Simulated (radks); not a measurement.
Question: Neutral lead, configuration [Hg] 6p2. Calculated with a radial shooting solver on a logarithmic mesh with Libxc functionals: scalar-relativistic Kohn-Sham, r2SCAN, spin-polarised, spherical densities, finite nucleus; open shells are filled with parallel spins first (spin-orbit coupling, left out, can overturn this in heavy ions); meta-GGA in the generalised Kohn-Sham scheme; Fermi nuclear charge, rms radius 5.5012 fm. Some entries of the table are withheld. Estimate them.

orbital  occ.  eigenvalue (hartree)  <1/r> (bohr^-1)  <r^2> (bohr^2)
1s up       1             -3240.637            101.3       0.0003575
1s down     1             -3240.636            101.3       0.0003575
2s down     1             -580.7490            23.81        0.005421
2s up       1             -580.7489            23.81        0.005421
2p up       3             -498.1924            20.91        0.004619
2p down     3             -498.1920            20.91        0.004619
3s up       1             -139.8450            8.834         0.03481
3s down     1             -139.8447            8.834         0.03481
3p up       3             -116.0704            7.988         0.03609
3p down     3             -116.0700            7.988         0.03609
3d up       5             -91.73256            7.487         0.02995
3d down     5             -91.73221            7.487         0.02995
4s up       1             -31.91736            3.795          0.1665
4s down     1             -31.91658            3.795          0.1665
4p up       3             -24.09274            3.416          0.1906
4p down     3             -24.09194            3.416          0.1905
4d up       5             -14.97790            3.069          0.2142
4d down     5             -14.97696            3.069          0.2141
5s up       1              -5.39417            1.589          0.8218
5s down     1              -5.39161            1.588          0.8225
4f up       7              -4.93397            2.674          0.2468
4f down     7              -4.93283            2.674          0.2468
5p up       3              -3.23040            1.361           1.081
5p down     3              -3.22930            1.361           1.081
5d up       5              -0.79836            1.006           2.007
5d down     5              -0.79279            1.013           1.957
6s up       1              -0.47536              (1)           6.330
6s down     1              -0.42140              (2)           5.880
6p up       2              -0.15377              (3)           12.45
6p down     0              -0.07477              (4)           11.47

Answer: 
(1) 6s up <1/r> (bohr^-1): 0.5435
(2) 6s down <1/r> (bohr^-1): 0.5650
(3) 6p up <1/r> (bohr^-1): 0.3840
(4) 6p down <1/r> (bohr^-1): 0.4024
